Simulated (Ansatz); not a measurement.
Cu2H4. Charge 0, multiplicity 1. Geometry r2SCAN-D4/def2-TZVP.

```xyz
6

Cu   -0.218    1.006    1.329
Cu   -0.051   -0.126   -0.701
H     0.229   -1.237   -1.898
H     0.134    0.656    2.747
H    -0.571    1.301   -0.253
H     0.477   -1.599   -1.223
```

LC-ωPBE has ω = 0.4 bohr⁻¹. In the singlet, H3 and H6 lie 0.80 Å apart (atoms count from 1), so H2 has formed as a molecule. The structure comes from a short search, and lower isomers may exist.

**Question.** Estimate the orbital energies around the gap (eV) in Ansatz with PBE-D4/def2-TZVPD, revPBE-D4/def2-TZVP, r2SCAN-D4/def2-TZVP, r2SCAN0-D4/def2-TZVP, LC-ωPBE/def2-TZVP.

**Answer.** 
```json
{"orbital": "HOMO−13", "PBE-D4/def2-TZVPD": "-71.80", "revPBE-D4/def2-TZVP": "-71.70", "r2SCAN-D4/def2-TZVP": "-74.01", "r2SCAN0-D4/def2-TZVP": "-78.06", "LC-ωPBE/def2-TZVP": "-77.06"}
{"orbital": "HOMO−12", "PBE-D4/def2-TZVPD": "-14.28", "revPBE-D4/def2-TZVP": "-14.27", "r2SCAN-D4/def2-TZVP": "-14.79", "r2SCAN0-D4/def2-TZVP": "-16.39", "LC-ωPBE/def2-TZVP": "-19.38"}
{"orbital": "HOMO−11", "PBE-D4/def2-TZVPD": "-9.83", "revPBE-D4/def2-TZVP": "-9.73", "r2SCAN-D4/def2-TZVP": "-10.07", "r2SCAN0-D4/def2-TZVP": "-11.35", "LC-ωPBE/def2-TZVP": "-14.20"}
{"orbital": "HOMO−10", "PBE-D4/def2-TZVPD": "-7.95", "revPBE-D4/def2-TZVP": "-7.85", "r2SCAN-D4/def2-TZVP": "-8.05", "r2SCAN0-D4/def2-TZVP": "-9.97", "LC-ωPBE/def2-TZVP": "-12.77"}
{"orbital": "HOMO−9", "PBE-D4/def2-TZVPD": "-7.53", "revPBE-D4/def2-TZVP": "-7.43", "r2SCAN-D4/def2-TZVP": "-7.65", "r2SCAN0-D4/def2-TZVP": "-9.76", "LC-ωPBE/def2-TZVP": "-12.49"}
{"orbital": "HOMO−8", "PBE-D4/def2-TZVPD": "-7.24", "revPBE-D4/def2-TZVP": "-7.15", "r2SCAN-D4/def2-TZVP": "-7.38", "r2SCAN0-D4/def2-TZVP": "-9.55", "LC-ωPBE/def2-TZVP": "-12.23"}
{"orbital": "HOMO−7", "PBE-D4/def2-TZVPD": "-7.19", "revPBE-D4/def2-TZVP": "-7.09", "r2SCAN-D4/def2-TZVP": "-7.32", "r2SCAN0-D4/def2-TZVP": "-9.53", "LC-ωPBE/def2-TZVP": "-12.21"}
{"orbital": "HOMO−6", "PBE-D4/def2-TZVPD": "-7.14", "revPBE-D4/def2-TZVP": "-7.03", "r2SCAN-D4/def2-TZVP": "-7.23", "r2SCAN0-D4/def2-TZVP": "-8.92", "LC-ωPBE/def2-TZVP": "-11.65"}
{"orbital": "HOMO−5", "PBE-D4/def2-TZVPD": "-6.65", "revPBE-D4/def2-TZVP": "-6.52", "r2SCAN-D4/def2-TZVP": "-6.70", "r2SCAN0-D4/def2-TZVP": "-8.02", "LC-ωPBE/def2-TZVP": "-10.66"}
{"orbital": "HOMO−4", "PBE-D4/def2-TZVPD": "-5.88", "revPBE-D4/def2-TZVP": "-5.75", "r2SCAN-D4/def2-TZVP": "-5.93", "r2SCAN0-D4/def2-TZVP": "-7.73", "LC-ωPBE/def2-TZVP": "-10.25"}
{"orbital": "HOMO−3", "PBE-D4/def2-TZVPD": "-5.83", "revPBE-D4/def2-TZVP": "-5.69", "r2SCAN-D4/def2-TZVP": "-5.86", "r2SCAN0-D4/def2-TZVP": "-7.70", "LC-ωPBE/def2-TZVP": "-10.23"}
{"orbital": "HOMO−2", "PBE-D4/def2-TZVPD": "-5.69", "revPBE-D4/def2-TZVP": "-5.55", "r2SCAN-D4/def2-TZVP": "-5.72", "r2SCAN0-D4/def2-TZVP": "-7.64", "LC-ωPBE/def2-TZVP": "-10.18"}
{"orbital": "HOMO−1", "PBE-D4/def2-TZVPD": "-5.68", "revPBE-D4/def2-TZVP": "-5.55", "r2SCAN-D4/def2-TZVP": "-5.71", "r2SCAN0-D4/def2-TZVP": "-7.52", "LC-ωPBE/def2-TZVP": "-10.07"}
{"orbital": "HOMO", "PBE-D4/def2-TZVPD": "-5.16", "revPBE-D4/def2-TZVP": "-5.02", "r2SCAN-D4/def2-TZVP": "-5.15", "r2SCAN0-D4/def2-TZVP": "-6.12", "LC-ωPBE/def2-TZVP": "-8.62"}
{"orbital": "LUMO", "PBE-D4/def2-TZVPD": "-2.52", "revPBE-D4/def2-TZVP": "-2.22", "r2SCAN-D4/def2-TZVP": "-2.08", "r2SCAN0-D4/def2-TZVP": "-1.30", "LC-ωPBE/def2-TZVP": "0.62"}
{"orbital": "LUMO+1", "PBE-D4/def2-TZVPD": "-1.79", "revPBE-D4/def2-TZVP": "-1.39", "r2SCAN-D4/def2-TZVP": "-1.15", "r2SCAN0-D4/def2-TZVP": "-0.29", "LC-ωPBE/def2-TZVP": "1.44"}
{"orbital": "LUMO+2", "PBE-D4/def2-TZVPD": "-1.61", "revPBE-D4/def2-TZVP": "-0.32", "r2SCAN-D4/def2-TZVP": "-0.17", "r2SCAN0-D4/def2-TZVP": "0.74", "LC-ωPBE/def2-TZVP": "2.39"}
{"orbital": "LUMO+3", "PBE-D4/def2-TZVPD": "0.01", "revPBE-D4/def2-TZVP": "0.45", "r2SCAN-D4/def2-TZVP": "1.18", "r2SCAN0-D4/def2-TZVP": "1.49", "LC-ωPBE/def2-TZVP": "2.75"}
{"orbital": "LUMO+4", "PBE-D4/def2-TZVPD": "0.27", "revPBE-D4/def2-TZVP": "1.04", "r2SCAN-D4/def2-TZVP": "1.45", "r2SCAN0-D4/def2-TZVP": "2.28", "LC-ωPBE/def2-TZVP": "3.46"}
{"orbital": "LUMO+5", "PBE-D4/def2-TZVPD": "0.37", "revPBE-D4/def2-TZVP": "1.22", "r2SCAN-D4/def2-TZVP": "1.56", "r2SCAN0-D4/def2-TZVP": "2.30", "LC-ωPBE/def2-TZVP": "4.11"}
```
